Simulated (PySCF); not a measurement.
Compound: C4H11ClSi.
SMILES with atom numbers: `[CH3:1][CH2:2][Si@H:3]([CH3:4])[CH2:5][Cl:6]` (hydrogens: H7, H8, H9 on C1; H10, H11 on C2; H12 on Si3; H13, H14, H15 on C4; H16, H17 on C5)

Geometry (GFN2-xTB, Å), atoms numbered from 1 in this order:
```xyz
17
C4H11ClSi angstrom
C      2.0354   -0.9785    0.5244
C      1.1465    0.2555    0.6544
Si    -0.2569    0.3314   -0.6321
C     -1.3349    1.8711   -0.3728
C     -1.3720   -1.2206   -0.4390
Cl    -2.0327   -1.2828    1.2195
H      2.8383   -0.9544    1.2593
H      1.4586   -1.8856    0.6857
H      2.4826   -1.0299   -0.4657
H      1.7674    1.1481    0.5634
H      0.7220    0.2776    1.6599
H      0.2765    0.2717   -2.0052
H     -0.7548    2.7816   -0.4838
H     -2.1449    1.9065   -1.0948
H     -1.7785    1.8797    0.6188
H     -0.8325   -2.1518   -0.5915
H     -2.2270   -1.2074   -1.1102
```

Computed, not measured: TDDFT CAM-B3LYP/def2-SVPD, vertical, gas phase, core orbitals frozen in the response (PySCF 2.14.0, density-fitted response routines).

Frontier orbitals with the atoms that hold most of them (Löwdin shares over 4%, at most four atoms; ? is withheld):

```csv
orbital,ε (eV),atoms
LUMO+2,1.53,"C1 14%, C4 12%, Si3 11%, Cl6 9%"
LUMO+1,1.25,"Si3 19%, Cl6 13%, C5 10%, H17 9%"
LUMO,1.17,?
HOMO,-9.23,?
HOMO-1,-9.71,"C2 22%, Cl6 18%, Si3 15%, C4 10%"
HOMO-2,-9.89,"Cl6 62%, C5 10%, C2 7%, Si3 5%"
HOMO-3,-10.50,"C4 27%, Si3 26%, H12 19%, C2 7%"
```

(1) Give the leading atoms of the HOMO.

(2) Which atoms hold the LUMO, and with what shares?

(3) The HOMO–LUMO gap is 10.40 eV. Where does the response calculation put the lowest singlet, and from which orbitals?

(4) Give energy, strength and leading configuration of S1 and S3, and follow the Löwdin shares of the leading atoms from the occupied to the empty orbital.

## Answers

(1) Cl6 (bonded to C) 51%; C5 (bonded to Cl, Si and 2 H) 22%; Si3 (bonded to 3 C and H) 12%.

(2) Cl6 (bonded to C) 40%; C5 (bonded to Cl, Si and 2 H) 12%; Si3 (bonded to 3 C and H) 11%; H12 (bonded to Si) 6%.

(3) S1 is at 6.79 eV (f = 0.022), 3.61 eV below the gap, made of HOMO→LUMO (71%), HOMO→LUMO+1 (9%). Without the coupling terms of the response equations the lowest excitation would equal the gap.

(4) 
- S1 (6.79 eV, f 0.022), HOMO→LUMO (71%): Cl6 51% → 40%, C5 22% → 12%
- S3 (7.57 eV, f 0.013), HOMO→LUMO+1 (73%): Cl6 51% → 13%, C5 22% → 10%, Si3 12% → 19%

Löwdin shares depend on the basis, the more so with diffuse functions.

One conformer stands for the species.
